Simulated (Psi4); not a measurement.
# How methods differ on CH5NSSi (SMILES CS[Si]N)

The species is CH5NSSi (9 atoms), meant as a singlet with charge 0. As SMILES, `CS[Si]N`. Geometry: optimised at PBE0/def2-TZVP. This is one conformer, not always the lowest.

```xyz
9

C    -0.4962    0.4277   -1.8376
S     0.6963    0.4036   -0.4718
Si   -0.4759   -0.5724    1.0303
N     0.6842   -0.5708    2.2862
H    -0.6834    1.4593   -2.1323
H    -1.4368   -0.0348   -1.5329
H    -0.0847   -0.1214   -2.6834
H     1.6226   -0.2020    2.2557
H     0.4612   -0.9711    3.1832
```

Quantity: the dipole moment, in D. The values are calculated.

```json
{"level": "PBE-D4/def2-TZVPP (density fitting)", "kind": "GGA", "program": "Psi4", "value (D)": "0.72", "CPU time": "39 s"}
{"level": "r2SCAN-D4/def2-TZVPP (density fitting)", "kind": "meta-GGA", "program": "Psi4", "value (D)": "0.69", "CPU time": "92 s"}
{"level": "B3LYP-D4/def2-TZVPP (density fitting)", "kind": "global hybrid", "program": "Psi4", "value (D)": "0.69", "CPU time": "41 s"}
{"level": "PBE0-D4/def2-TZVPP (density fitting)", "kind": "global hybrid", "program": "Psi4", "value (D)": "0.69", "CPU time": "37 s"}
{"level": "wB97M-V/def2-TZVPP (density fitting)", "kind": "range-separated hybrid", "program": "Psi4", "value (D)": "0.74", "CPU time": "1.7 min"}
```

The values span 0.69 to 0.74 D. Magnitudes only. CPU times are rough (shared hosts, several kinds of processor): they show what a rung costs within a factor of a few.
